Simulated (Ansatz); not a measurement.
Consider the ligand exchange at a Ge–N bond: `CC(C)[NH][Ge]([CH3])([CH3])[Cl]` + H–F → `[CH3][Ge]([CH3])([F])[Cl]` + `CC(C)N`.

Isolated molecules relaxed with PBE0-D4/def2-TZVP in Ansatz; ΔE leaves out vibrations. CCSD(T)/CBS is the MP2 limit (def2-TZVPP, def2-QZVPP) plus CCSD(T) − MP2 in def2-TZVPP, frozen cores. This one scheme is used for every species. DFT in def2-TZVPP. For Ge outer-core shells are correlated without core-valence functions, which leaves a few kJ/mol of doubt a bond. Scalar relativity is left out up to krypton. One conformer a species, not always the lowest.

**Question.** Is it downhill or uphill in electronic energy at CCSD(T)/CBS, and by how much? (Best estimate.)

**Answer.** The calculation gave: Downhill: ΔE = -0.47 eV.

**Question.** What do these levels give: PBE-D4, ωB97X-V, ωB97M-V, B2PLYP, MP2/def2-TZVPP, SCS-MP2/def2-TZVPP, CCSD/def2-TZVPP, HF/def2-QZVPP, MP2/def2-QZVPP, SCS-MP2/def2-QZVPP, HF/CBS(def2), MP2/CBS(def2)? (Estimate.)

**Answer.** Ansatz gave: PBE-D4 -0.55, ωB97X-V -0.62, ωB97M-V -0.59, B2PLYP -0.66, MP2/def2-TZVPP -0.42, SCS-MP2/def2-TZVPP -0.52, CCSD/def2-TZVPP -0.53, HF/def2-QZVPP -0.87, MP2/def2-QZVPP -0.42, SCS-MP2/def2-QZVPP -0.52, HF/CBS(def2) -0.87, MP2/CBS(def2) -0.41 eV.

Largest T1 diagnostic among the species: 0.010.

In def2-TZVPP, CCSD(T) changes the Hartree–Fock value by +0.36 eV (the triples alone add +0.05 eV) and MP2 by +0.43 eV. The D4 term adds +0.21 eV with B3LYP and +0.13 eV with PBE0; it sums over pairs of atoms, weighted by their polarisabilities, and B3LYP, whose exchange is more repulsive, gets the larger term.

B3LYP here is the variant with VWN-RPA as its local correlation; programs differ in this.
